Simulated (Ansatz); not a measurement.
Isolated molecules relaxed with PBE0-D4/def2-TZVP in Ansatz; ΔE leaves out vibrations. CCSD(T)/CBS is the MP2 limit (def2-TZVPP, def2-QZVPP) plus CCSD(T) − MP2 in def2-TZVPP, frozen cores. This one scheme is used for every species. Functionals use def2-TZVPP. For Zn outer-core shells are correlated without core-valence functions, which leaves a few kJ/mol of doubt a bond. Scalar relativity is left out up to krypton. Each species was taken in one conformer, which may not be the lowest.

`C[CH2][Zn][Cl]` + `F[SiH3]` → `[F][Zn][Cl]` + `CC[SiH3]`  (redistribution)

| level | ΔE (kJ/mol) |
| --- | --- |
| CAM-B3LYP-D4 | 58.4 |
| r2SCAN0 | 57.1 |
| CAM-B3LYP | 60.0 |
| HF/def2-QZVPP | 45.2 |

Task: What does CCSD(T)/CBS give? (Estimate.)

Result: The calculation gave: +52.4 kJ/mol. The listed levels differ from it by 6.0, 4.7, 7.6, -7.2 kJ/mol.

Largest T1 diagnostic among the species: 0.016.

Leaving LDA and LC-ωPBE aside and taking each functional with its dispersion term where it has one, the values, not all of them listed here, spread over 12.1 kJ/mol, from revPBE-D4 to B2PLYP. LDA lies +4.8 kJ/mol from PBE without D4. In def2-TZVPP, CCSD(T) changes the Hartree–Fock value by +7.2 kJ/mol (the triples alone add +1.3 kJ/mol) and MP2 by +14.0 kJ/mol.
